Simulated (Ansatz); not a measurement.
Computed with Ansatz on PBE0-D4/def2-TZVP structures; ΔE is electronic, products minus reactants. CCSD(T)/CBS is the MP2 limit (def2-TZVPP, def2-QZVPP) plus CCSD(T) − MP2 in def2-TZVPP, frozen cores. Functionals use def2-TZVPP. def2 core potentials past Kr. For Ge, I outer-core shells are correlated without core-valence functions, which leaves a few kJ/mol of doubt a bond. Scalar relativity is left out up to krypton. One conformer a species, not always the lowest.

`[OH][GeH2][I]` → HI + `[OH][GeH]`  (germylene formation by 1,1-elimination)

`[OH][GeH2][I]`:

```xyz
6

O     0.759    1.146   -0.439
Ge   -0.409   -0.142   -0.117
I     0.000   -1.098    2.175
H     1.671    0.855   -0.360
H    -0.246   -1.300   -1.113
H    -1.776    0.540   -0.147
```

HI:

```xyz
2

I    -0.427   -0.210    0.649
H     0.427    0.210   -0.649
```

`[OH][GeH]`:

```xyz
4

O    -0.318    0.770    0.120
Ge    0.598   -0.768    0.137
H     0.026    1.393    0.766
H    -0.306   -1.395   -1.023
```

(1) Is it downhill or uphill in electronic energy at CCSD(T)/CBS, and by how much? (Best estimate.)

(2) What do these levels give: r2SCANh-D4, r2SCAN0-D4, BLYP, HF/def2-SVP, CCSD/def2-SVP, MP2/CBS(def2)? (Best estimate.)

Largest T1 diagnostic among the species: 0.016.

Answers

(1) Ansatz gave: Uphill: ΔE = +45.6 kcal/mol.

(2) The calculation gave: r2SCANh-D4 49.1, r2SCAN0-D4 50.5, BLYP 33.9, HF/def2-SVP 45.8, CCSD/def2-SVP 43.5, MP2/CBS(def2) 50.2 kcal/mol.

The D4 term adds +2.8 kcal/mol with B3LYP and +1.5 kcal/mol with PBE0; it sums over pairs of atoms, weighted by their polarisabilities, and B3LYP, whose exchange is more repulsive, gets the larger term. At CCSD(T), def2-SVP lies −2.2 kcal/mol from the extrapolated value and def2-TZVPP +0.3 kcal/mol.

B3LYP here is the variant with VWN-RPA as its local correlation; programs differ in this.
